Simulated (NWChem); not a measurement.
# Correlation energy of F₂Ge

```
Ge
F 1 1.7471
F 1 1.7471 2 97.20
```
Charge 0, spin multiplicity 1.

Program: NWChem. The geometry was optimised at PBE0/def2-SVP, a minimum by its harmonic frequencies.

Basis set: 6-311G**. Each correlation energy counts from its own Hartree-Fock reference.

The Hamiltonian is non-relativistic. The correlated methods keep 11 core orbitals frozen. The Pople sets run with spherical d functions. The structure started from a generated list of species. No row is a measurement; the coupled-cluster row has its own basis-set and correlation limits.

### Question
One of these methods gave a correlation energy of -649.0 mHa. Which?
(A) CCSD+T(CCSD)
(B) MP2
(C) CCSD
(D) CR-CCSD[T]

### Answer
D, CR-CCSD[T]. The others give -653.4 (CCSD+T(CCSD)), -639.2 (MP2), -633.3 (CCSD).
